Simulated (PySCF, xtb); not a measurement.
GaBr₃, SMILES [Br][Ga]([Br])[Br].

Harmonic wavenumbers (cm⁻¹) from GFN2-xTB in xtb at its own minimum, in rising order: 68, 68, 88, 194, 318, 318.

Q: What does PySCF with PBE-D3(BJ)/def2-SVP give at its own minimum? (Estimate from the structure and the level; the computed values follow.)

A: 78, 78, 105, 218, 342, 342. Paired by order, the mean absolute difference is 18 cm⁻¹ and the zero-point energies are 1.5 and 1.7 kcal/mol.
